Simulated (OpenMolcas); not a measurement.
Br I: thermal populations, worked from levels

* Program: OpenMolcas
* Basis: ANO-R3 [7s6p5d4f2g]
* Scalar Hamiltonian: X2C, finite nucleus
* Active space: 5 electrons in 9 orbitals (RAS2 4p; RAS3 4d 5s, at most 1 electron)
* State averaging: 2S+1 = 2 odd, 3 roots; 2S+1 = 4 even, 3 roots; 2S+1 = 2 even, 8 roots
* Spin-orbit coupling: RASSI with atomic mean-field integrals over the reference wave functions, term energies averaged over their components

Methods: RASSCF; SS-RASPT2, IPEA 0.25 Eh, imaginary shift 0.1 Eh (closed shells correlated: 3d 4s). Measured levels: NIST Handbook of Basic Atomic Spectroscopic Data.

**Thermal populations.** Z = Σ (2J + 1) exp(-E/kT) with k = 0.695035 cm-1/K, over the levels below. No other level of either list lies under 70700 cm-1, which is above 7 kT at each temperature.

| Level | 2J + 1 | SS-RASPT2 | measured |
| --- | --- | --- | --- |
| 4s2 4p5 2P* 3/2 | 4 | 0.0 | 0.0 |
| 4s2 4p5 2P* 1/2 | 2 | 3396 | 3685 |
| 4s2 4p4 5s 4P 5/2 | 6 | 56917 | 63436 |
| 4s2 4p4 5s 4P 3/2 | 4 | 58808 | 64907 |
| 4s2 4p4 5s 4P 1/2 | 2 | 60438 | 66884 |
| 4s2 4p4 5s 2P 3/2 | 4 | 61861 | 67184 |
| 4s2 4p4 5s 2P 1/2 | 2 | 64375 | 68970 |

```tsv
T (K)	Z, SS-RASPT2	Z, measured levels	Ground level (%), SS-RASPT2	Ground level (%), measured levels
5000	4.753	4.693	84.2	85.2
8000	5.086	5.031	78.6	79.5
12000	5.346	5.293	74.8	75.6
```

At 12000 K, kT = 8340 cm-1, and the computed levels give Z = 4.000 + 1.331 + 0.007 + 0.003 + 0.001 + 0.002 + 0.001 = 5.346.

Some levels mix across a computed gap that differs much from the measured one, so their mixing is not that of the real levels. ANO sets are built for valence states and can reach diffuse excited orbitals poorly, and with the s shell closed the s pⁿ⁺¹ terms that mix with these levels are absent. Without dynamic correlation excited terms often stand tens of per cent too high (terms of higher spin than the ground term too low), and those without a measured partner can miss by more than the paired ones (holds for RASSCF). Computed and measured levels are paired by configuration, term and J; levels that our copy of the source lacks, or whose pairing is in doubt (as where it misses far off the trend of its configuration), stay unpaired and out of the deviations. Only configurations of the active space appear.

* marks odd parity.
